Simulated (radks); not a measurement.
Problem. The lead ion Pb8+ is in [Xe] 4f14 5d6. Calculated with a radial shooting solver on a logarithmic mesh with Libxc functionals: non-relativistic Kohn-Sham, PBE, spin-polarised, spherical densities, point nucleus. Open shells are filled with parallel spins first. One electron is removed from 5s, 4f, 5p, 5d in turn, with full relaxation. Which removal costs least, and what does each cost?

Solution. 5d 140.70 eV; 5p 201.93 eV; 5s 238.20 eV; 4f 290.10 eV. The 5d electron leaves first.
